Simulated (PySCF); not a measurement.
Computed spin Hamiltonian

C₇H₁₀F (doublet state).
Atom-mapped SMILES: `[CH2:1][C@:2]12[CH2:3][CH2:4][C@:5]([F:6])([CH2:7]1)[CH2:8]2` (hydrogens: H9, H10 on C1; H11, H12 on C3; H13, H14 on C4; H15, H16 on C7; H17, H18 on C8)

Structure used (GFN2-xTB), in Å, numbered top down from 1:
```
atom  x, y, z in Å
C1     1.783   -1.270    0.202
C2     0.619   -0.428    0.068
C3    -0.757   -1.081   -0.144
C4    -1.646    0.177   -0.223
C5    -0.550    1.223   -0.035
F6    -0.954    2.530   -0.045
C7     0.559    0.745   -0.970
C8     0.264    0.670    1.132
H9     2.754   -0.833    0.334
H10    1.698   -2.338    0.176
H11   -0.783   -1.668   -1.061
H12   -1.023   -1.728    0.690
H13   -2.150    0.287   -1.182
H14   -2.391    0.227    0.570
H15    0.288    0.485   -1.990
H16    1.441    1.377   -0.952
H17   -0.274    0.339    2.017
H18    1.113    1.291    1.403
```

The hyperfine couplings belong to this conformer and change with its torsions.

Level of theory: UKS B3LYP, pcH-1 on C F H, non-relativistic, mean-field spin-orbit, GIAO in PySCF 2.14.0. Isolated species at its GFN2-xTB geometry (one conformer only). A GFN2-xTB geometry isn't a minimum of the functional, and hyperfine couplings can be far from their values at a DFT geometry. No stability test was run, so a lower SCF solution isn't excluded.

* g1, g2, g3: 2.00217, 2.00280, 2.00297
* g_iso: 2.00264
* Form of g: rhombic: the two nearest values differ by 21 % of g3 − g1
* ⟨S²⟩: 0.7539 (exact 0.7500)
* α and β electrons: 31, 30
* HOMO–LUMO gap, α and β orbitals: 6.81, 6.29 eV
* Total energy: -372.53687 Eh

Isotropic coupling and dipolar principal values T1 to T3, in MHz; ρ(0) is the spin density at the nucleus:

```csv
atom,isotope,a_iso,T1,T2,T3,Mulliken spin population,ρ(0) (bohr⁻³)
C1,13C,81.8,-78.7,-77.8,156.5,1.06,0.0727
C2,13C,-40.1,-2.0,-1.9,3.9,-0.11,-0.0357
C3,13C,0.9,-0.8,-0.7,1.5,0.00,0.0008
C4,13C,-0.6,-0.5,-0.2,0.7,0.00,-0.0005
C5,13C,-5.5,-1.7,0.3,1.4,0.01,-0.0049
F6,19F,1.0,-9.7,-8.8,18.5,0.00,0.0002
C7,13C,55.7,-7.2,-7.1,14.2,0.06,0.0495
C8,13C,58.8,-7.6,-7.5,15.1,0.07,0.0523
H9,1H,-60.7,-37.7,-0.3,38.0,-0.05,-0.0136
H10,1H,-62.7,-38.3,0.3,38.0,-0.05,-0.0140
H11,1H,-1.4,-2.6,-2.4,5.0,0.00,-0.0003
H12,1H,-1.4,-2.6,-2.4,5.0,0.00,-0.0003
H13,1H,-0.3,-1.0,-0.9,1.9,0.00,-0.0001
H14,1H,-0.3,-1.0,-0.9,1.9,0.00,-0.0001
H15,1H,-2.8,-4.7,-1.5,6.2,0.00,-0.0006
H16,1H,-4.7,-4.7,-1.9,6.6,0.00,-0.0010
H17,1H,-3.0,-4.9,-1.5,6.3,0.00,-0.0007
H18,1H,-4.9,-4.9,-1.9,6.8,0.00,-0.0011
```

The largest Mulliken spin populations are on C1 (+1.06), C2 (-0.11), C8 (+0.07) and C7 (+0.06). C1 is the only atom above +0.15. The angles at C1 add up to 360.0°, so it is planar; its axial dipolar tensor and the negative couplings of its protons fit spin in a p orbital normal to that plane.

Axes: g2 points within 13° of the C1–C2 bond.

Under fast tumbling the dipolar parts average out, and these isotropic splittings remain: 2 × 1H (H9/H10, I = 1/2, 3 lines) with 2.20 mT, 2 × 1H (H16/H18, I = 1/2, 3 lines) with 0.17 mT, 2 × 1H (H15/H17, I = 1/2, 3 lines) with 0.10 mT, 2 × 1H (H11/H12, I = 1/2, 3 lines) with 0.05 mT and 1 × 19F (F6, I = 1/2, 2 lines) with 0.04 mT.

Nuclei that the bonding pattern makes equivalent are averaged, as if the motion that swaps them (rotation, inversion, ring flip) were fast.

The 13C coupling of C1 (81.8 MHz) shows only in satellite lines or after enrichment, since that isotope makes up about 1.07 % of natural carbon.
